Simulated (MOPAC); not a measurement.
MOPAC input (AM1):

```
AM1 PRECISE GNORM=0.05 LET XYZ CHARGE=-1 GEO-OK AUX(PRECISION=9) THREADS=1
C2H7O2Si

C     1.55095800 1   -0.79262200 1    0.50749700 1
Si   -0.01993100 1    0.03585600 1   -0.21982500 1
C    -1.45430000 1   -0.74559000 1    0.78764200 1
O    -0.16519300 1   -0.04270300 1   -1.76493600 1
O     0.06263200 1    1.63131300 1    0.39801500 1
H     1.56898100 1   -1.86125300 1    0.27059000 1
H     2.44461600 1   -0.34082700 1    0.06632600 1
H     1.62613800 1   -0.69273900 1    1.59795900 1
H    -2.39963700 1   -0.26501500 1    0.51790000 1
H    -1.54893200 1   -1.81245900 1    0.56123700 1
H    -1.32354800 1   -0.64657700 1    1.87292400 1
H     0.15194800 1    1.63728300 1    1.35515300 1
```

Output:

```
 *******************************************************************************
 **                                                                           **
 **                              MOPAC v23.2.5                                **
 **                                                                           **
 *******************************************************************************
 ** MOPAC's Digital Object Identifier: https://doi.org/10.5281/zenodo.6511958 **
 **                                                                           **
 ** Please cite the open-source release paper for use of this MOPAC version:  **
 ** J. E. Moussa and J. J. P. Stewart (2026)                                  **
 ** MOPAC: An open-source semiempirical molecular orbital program             **
 ** J. Open Source Softw., 11(119), 8025, https://doi.org/10.21105/joss.08025 **
 *******************************************************************************

                              AM1 CALCULATION RESULTS

 *******************************************************************************
 *  AM1        - The AM1 Hamiltonian to be used
 *  GEO-OK     - OVERRIDE INTERATOMIC DISTANCE AND OTHER SAFETY CHECKS
 *
 *
 *
 *                 CHARGE ON SYSTEM = -1
 *
 *
 *
 *  LET        - OVERRIDE SOME SAFETY CHECKS
 *  PRECISE    - TIGHTER CRITERIA TO BE USED
 *  XYZ        - CARTESIAN COORDINATE SYSTEM TO BE USED
 *  GNORM      - EXIT WHEN GRADIENT NORM DROPS BELOW 0.050
 *  AUX        - OUTPUT AUXILIARY INFORMATION
 *******************************************************************************
AM1 PRECISE GNORM=0.05 LET XYZ CHARGE=-1 GEO-OK AUX(PRECISION=9) THREADS=1
 C2H7O2Si

   ATOM   CHEMICAL          X               Y               Z
  NUMBER   SYMBOL      (ANGSTROMS)     (ANGSTROMS)     (ANGSTROMS)

     1       C          1.55095800  *  -0.79262200  *   0.50749700  *
     2      Si         -0.01993100  *   0.03585600  *  -0.21982500  *
     3       C         -1.45430000  *  -0.74559000  *   0.78764200  *
     4       O         -0.16519300  *  -0.04270300  *  -1.76493600  *
     5       O          0.06263200  *   1.63131300  *   0.39801500  *
     6       H          1.56898100  *  -1.86125300  *   0.27059000  *
     7       H          2.44461600  *  -0.34082700  *   0.06632600  *
     8       H          1.62613800  *  -0.69273900  *   1.59795900  *
     9       H         -2.39963700  *  -0.26501500  *   0.51790000  *
    10       H         -1.54893200  *  -1.81245900  *   0.56123700  *
    11       H         -1.32354800  *  -0.64657700  *   1.87292400  *
    12       H          0.15194800  *   1.63728300  *   1.35515300  *

          CARTESIAN COORDINATES

    NO.       ATOM           X           Y           Z

     1         C          1.5510     -0.7926      0.5075
     2        Si         -0.0199      0.0359     -0.2198
     3         C         -1.4543     -0.7456      0.7876
     4         O         -0.1652     -0.0427     -1.7649
     5         O          0.0626      1.6313      0.3980
     6         H          1.5690     -1.8613      0.2706
[...]

          GRADIENT NORM           =          0.02609          =       0.00753 PER ATOM
          IONIZATION POTENTIAL    =          4.103146 EV
          HOMO LUMO ENERGIES (EV) =         -4.103  7.225
          NO. OF FILLED LEVELS    =         16
          MOLECULAR WEIGHT        =         91.1616         POINT GROUP:  Cs

          MOLECULAR DIMENSIONS (Angstroms)

            Atom       Atom       Distance
            H     9    H     7     4.71485
            H    12    O     4     3.66552
            H     6    O     5     3.33155

          SCF CALCULATIONS        =         93

   ATOM   CHEMICAL          X               Y               Z
  NUMBER   SYMBOL      (ANGSTROMS)     (ANGSTROMS)     (ANGSTROMS)

     1       C          1.50279160  *  -0.81818156  *   0.48109040  *
     2      Si         -0.02032340  *   0.00678446  *  -0.21777536  *
     3       C         -1.41377372  *  -0.77260841  *   0.75133509  *
     4       O         -0.16998438  *   0.06969996  *  -1.84440732  *
     5       O          0.07546510  *   1.65447033  *   0.53602733  *
     6       H          1.31182947  *  -1.88495024  *   0.72852646  *
     7       H          2.33205389  *  -0.77968172  *  -0.25845628  *
     8       H          1.84377222  *  -0.30550829  *   1.40718668  *
     9       H         -2.36234199  *  -0.71036376  *   0.17477583  *
    10       H         -1.21169073  *  -1.84427589  *   0.96664421  *
    11       H         -1.56554040  *  -0.24918164  *   1.72075494  *
    12       H          0.16788927  *   1.58723792  *   1.47508947  *

                             CARTESIAN COORDINATES

   1    C        1.502791604    -0.818181559     0.481090402
   2   Si       -0.020323403     0.006784463    -0.217775359
   3    C       -1.413773723    -0.772608410     0.751335087
   4    O       -0.169984382     0.069699961    -1.844407319
   5    O        0.075465103     1.654470332     0.536027333
   6    H        1.311829471    -1.884950242     0.728526463
   7    H        2.332053892    -0.779681724    -0.258456280
   8    H        1.843772224    -0.305508289     1.407186679
   9    H       -2.362341992    -0.710363758     0.174775831
  10    H       -1.211690726    -1.844275885     0.966644206
  11    H       -1.565540400    -0.249181644     1.720754938
  12    H        0.167889269     1.587237923     1.475089469

           Empirical Formula: C2 H7 O2 Si  =    12 atoms

      MOLECULAR POINT GROUP   :   Cs

                  EIGENVALUES
 -29.81906 -25.94757 -24.40476 -23.34845 -11.97331  -9.75868  -9.44351  -9.05832
  -8.94789  -8.78827  -7.54235  -7.03666  -5.96622  -5.94765  -4.31411  -4.10315
   7.22536   7.46549   7.68075   8.84121   8.92492   9.00875   9.04863   9.55504
   9.70830   9.71073  11.27546

              NET ATOMIC CHARGES AND DIPOLE CONTRIBUTIONS

  ATOM NO.   TYPE          CHARGE      No. of ELECS.   s-Pop       p-Pop
    1          C          -0.620231        4.6202     1.29614     3.32409
    2         Si           1.365576        2.6344     0.78074     1.85368
    3          C          -0.620211        4.6202     1.29610     3.32411
    4          O          -0.882739        6.8827     1.93474     4.94800
    5          O          -0.677842        6.6778     1.87048     4.80737
    6          H           0.042049        0.9580     0.95795
    7          H           0.058367        0.9416     0.94163
    8          H           0.039219        0.9608     0.96078
    9          H           0.058393        0.9416     0.94161
   10          H           0.041960        0.9580     0.95804
   11          H           0.039415        0.9606     0.96059
   12          H           0.156043        0.8440     0.84396
 DIPOLE           X         Y         Z       TOTAL
 POINT-CHG.     0.239    -0.750     2.675     2.788
 HYBRID         0.178    -0.971     2.032     2.259
 SUM            0.417    -1.721     4.707     5.029

          ATOMIC ORBITAL ELECTRON POPULATIONS

     Atom    s        px        py        pz
    1  C   1.29614   1.23548   1.05255   1.03606
    2 Si   0.78074   0.63110   0.57395   0.64864
    3  C   1.29610   1.20176   1.04498   1.07737
    4  O   1.93474   1.82918   1.79986   1.31896
    5  O   1.87048   1.95122   1.65272   1.20342
    6  H   0.95795
    7  H   0.94163
    8  H   0.96078
    9  H   0.94161
   10  H   0.95804
   11  H   0.96059
   12  H   0.84396

 **********************
 *                    *
 * JOB ENDED NORMALLY *
 *                    *
 **********************

 == MOPAC DONE ==
```

The dipole moment of an ion depends on the origin.

The geometry given is a B3LYP-D3(BJ)/def2-TZVP minimum.
